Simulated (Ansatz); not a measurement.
```yaml
crystal:
  periodic: [false, false, false]
  atoms:
    - {symbol: O, position_ang: [0.000000, -0.000000, -0.023040]}
    - {symbol: Ge, position_ang: [-0.000000, 0.000000, 1.599530]}
basis:
  gaussian: {orbitals: "6-31G*"}
magnetization: {spin_polarized: true, initial_magnetization: 6}
hamiltonian: {xc: {name: r2SCANh}}
output: {forces: true}
```

```sh
$ ansatz run in.yaml --threads 2 --pin off --events-out ev --progress --plain --max-ram 32768MiB --backend cpu
```

Output, abridged:

```
Functional definition: r2SCANh
435 factors; integrals over basis functions are off by at most 1.2e-3 eV
mean field evaluation 1: about -58536.5631 eV, gradient 1.7e1 eV
mean field evaluation 2: about -58537.7409 eV, gradient 1.9e1 eV
mean field evaluation 4: about -58539.4406 eV, gradient 2.1e0 eV
mean field evaluation 8: about -58539.4578 eV, gradient 3.6e-2 eV
mean field evaluation 16: about -58539.4578 eV, gradient 1.8e-5 eV
mean field -58539.45779930 eV, -2151.2853946545 hartree, gradient 1.8e-5 eV, S^2 12.006134; 0 other end points of the search recorded, 0 dependent functions left out
reference -58539.45781031 eV, -2151.2853950592 hartree; 23, 17 occupied and 27, 33 virtual orbitals, 435 factors
Total energy: -58539.45781031 eV, -2151.2853950592 hartree
Atom 0 at     0.000000    -0.000000    -0.023040 Å, force     0.000000     0.000000   -17.711913 eV/Å
Atom 1 at    -0.000000     0.000000     1.599530 Å, force    -0.000000    -0.000000    17.711913 eV/Å
Dipole moment:    -0.000000     0.000000    -0.485621 e Å
```

In this input the spin is set far too high for this molecule. The run converged. The result belongs to that input, not to the molecule as meant.
